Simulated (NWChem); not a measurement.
System: C2H3ClN2Si; SMILES N#C/N=C\[SiH2]Cl

Here is an NWChem input.

```
start job
memory heap 200 mb stack 900 mb global 1100 mb
geometry units angstroms noautosym nocenter noautoz
  N      0.885265     3.232519    -0.022784
  C     -0.009511     2.487315    -0.013051
  N     -1.105610     1.728292    -0.002475
  C     -1.033107     0.447820    -0.010596
  Si     0.572151    -0.590129    -0.037119
  Cl    -0.014813    -2.566665    -0.034029
  H     -2.002061    -0.078729    -0.000817
  H      1.330652    -0.286230    -1.278633
  H      1.366749    -0.292877     1.183234
end
basis spherical
  N library def2-svp
  C library def2-svp
  Si library def2-svp
  Cl library def2-svp
  H library def2-svp
end
dft
  xc b3lyp
  iterations 150
  mulliken
end
task dft energy
esp
  recalculate
  probe 0.07
  range 0.3
  factor 1.0
  spacing 0.02
end
task esp
```

NWChem printed, in part:

```
             Northwest Computational Chemistry Package (NWChem) 7.3.0
             --------------------------------------------------------

                             Geometry "geometry" -> ""
                             -------------------------

 Output coordinates in angstroms (scale by  1.889725989 to convert to a.u.)

  No.       Tag          Charge          X              Y              Z
 ---- ---------------- ---------- -------------- -------------- --------------
    1 N                    7.0000     0.88526500     3.23251900    -0.02278400
    2 C                    6.0000    -0.00951100     2.48731500    -0.01305100
    3 N                    7.0000    -1.10561000     1.72829200    -0.00247500
    4 C                    6.0000    -1.03310700     0.44782000    -0.01059600
    5 Si                  14.0000     0.57215100    -0.59012900    -0.03711900
    6 Cl                  17.0000    -0.01481300    -2.56666500    -0.03402900
    7 H                    1.0000    -2.00206100    -0.07872900    -0.00081700
    8 H                    1.0000     1.33065200    -0.28623000    -1.27863300
    9 H                    1.0000     1.36674900    -0.29287700     1.18323400

 Effective nuclear repulsion energy (a.u.)     298.2972205748

                                 NWChem DFT Module
                                 -----------------

 Summary of "ao basis" -> "ao basis" (spherical)
 ------------------------------------------------------------------------------
       Tag                 Description            Shells   Functions and Types
 ---------------- ------------------------------  ------  ---------------------
 N                          def2-svp                 6       14   3s2p1d
 C                          def2-svp                 6       14   3s2p1d
 Si                         def2-svp                 8       18   4s3p1d
 Cl                         def2-svp                 8       18   4s3p1d
 H                          def2-svp                 3        5   2s1p

            General Information
            -------------------
          SCF calculation type: DFT
          Wavefunction type:  closed shell.
          No. of atoms     :     9
          No. of electrons :    60
           Alpha electrons :    30
            Beta electrons :    30
          Charge           :     0
          Spin multiplicity:     1
          Use of symmetry is: off; symmetry adaption is: off
          Maximum number of iterations: 150
          AO basis - number of functions:   107
                     number of shells:    49
          Convergence on energy requested:  1.00D-06
          Convergence on density requested:  1.00D-05
          Convergence on gradient requested:  5.00D-04

              XC Information
              --------------
                         B3LYP Method XC Potential
                     Hartree-Fock (Exact) Exchange  0.200
                        Slater Exchange Functional  0.800 local
                    Becke 1988 Exchange Functional  0.720 non-local
              Lee-Yang-Parr Correlation Functional  0.810
                  VWN I RPA Correlation Functional  0.190 local

             Grid Information
             ----------------
          Grid used for XC integration:  medium
          Radial quadrature: Mura-Knowles
          Angular quadrature: Lebedev.
          Tag              B.-S. Rad. Rad. Pts. Rad. Cut. Ang. Pts.
          ---              ---------- --------- --------- ---------
          N                   0.65       49          13.0       434
          C                   0.70       49          11.0       434
          Si                  1.10       88          10.0       590
          Cl                  1.00       88          12.0       590
          H                   0.35       45          10.0       434
          Grid pruning is: on
          Number of quadrature shells:   507
          Spatial weights used:  Erf1

      Superposition of Atomic Density Guess
      -------------------------------------

 Sum of atomic energies:        -933.29788481

[...]

                     NWChem Electrostatic Potential Fit Module
                     -----------------------------------------

 Atom parameters

 Number of atoms is                                    9
 Number of basis functions is                        107

 Grid parameters

 Maximum number of grid points is                  40741
 Number of grid points is                          40740
 Grid range                                     0.300000 nm
 Grid spacing                                   0.020000 nm
 Probe radius                                   0.070000 nm
 Atom radius factor                             1.000000

 Atomic radii

    1    0.100000
    6    0.147000
    7    0.140000
   14    0.187000
   17    0.169000
 FASTESP  F
  using M.O. file = ./job.movecs

    Atom              Coordinates                           Charge

                                                  ESP

    1 N     0.088527    0.323252   -0.002278   -0.504902
    2 C    -0.000951    0.248732   -0.001305    0.599625
    3 N    -0.110561    0.172829   -0.000248   -0.450771
    4 C    -0.103311    0.044782   -0.001060    0.222679
    5 Si    0.057215   -0.059013   -0.003712    0.356720
    6 Cl   -0.001481   -0.256667   -0.003403   -0.179650
    7 H    -0.200206   -0.007873   -0.000082    0.051116
    8 H     0.133065   -0.028623   -0.127863   -0.047228
    9 H     0.136675   -0.029288    0.118323   -0.047590
                                            ------------
                                                0.000000

 Dipole moment                                  1.103948

 Quadrupole moment Qxx                          5.264156
                   Qyy                        -15.095586
                   Qzz                          9.831430

 RMS deviation kJ/mol                           0.063189

 RRMS %                                        23.572845
```

Level: B3LYP/def2-SVP. All runs use the structure optimised with PBE0/def2-SVP.
